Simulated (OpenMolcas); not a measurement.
An atom or ion with 44 electrons was computed by SS-CASPT2, IPEA 0.25 Eh, imaginary shift 0.1 Eh with spin-orbit coupling (OpenMolcas, ANO-RCC-VQZP, DKH2). The lowest levels that the run gave, each within 12 % of the measured value where one is at hand:

```tsv
J	Parity	E (eV)	g
4	even	0.0000	1.249
3	even	0.391	1.084
2	even	0.562	0.716
2	even	1.264	1.198
1	even	1.714	1.501
0	even	1.744	
2	even	1.777	1.253
4	even	2.224	1.002
0	even	5.141
```

Which ion is it, and what are the configurations and terms?

Pd²⁺ (Z = 46, charge +2; active space 8 electrons in 5 orbitals (4d)). J, parity and g give the terms where levels are pure, and mixed ones are named by the computed weights; the size of the splittings, set against known spectra of the 44-electron sequence, gives the charge. In order, with the measured energies in eV (Moore, Atomic Energy Levels, vol. III, NSRDS-NBS 35 (1971 reprint of NBS Circular 467, 1958)): 4d⁸ ³F₄, 4d⁸ ³F₃ (0.4004), 4d⁸ ³F₂ (0.5812), 4d⁸ ³P₂ [47 %], 4d⁸ ³P₁ (1.6701), 4d⁸ ³P₀ (1.6985), 4d⁸ ³P₂ [52 %], 4d⁸ ¹G₄ (2.2169), 4d⁸ ¹S₀.

CASPT2 breaks the degeneracy within a term, and the mean is taken; among the terms shown or strongly mixed into the levels shown the widest spread is 690 cm-1 (4d⁸ ¹G). Levels of configurations with an s electron are missing; early in the row they begin among the upper levels of the d shell and mix with terms of their name. Measured partners are found by configuration, term and J. A level has none where our copy of the source lacks it or the pairing is in doubt (some pairs that miss far off the trend of their configuration count as doubtful), and it then counts in no deviation. Only configurations of the active space appear.

A share in square brackets marks a mixed level and gives the weight of the term that names it.
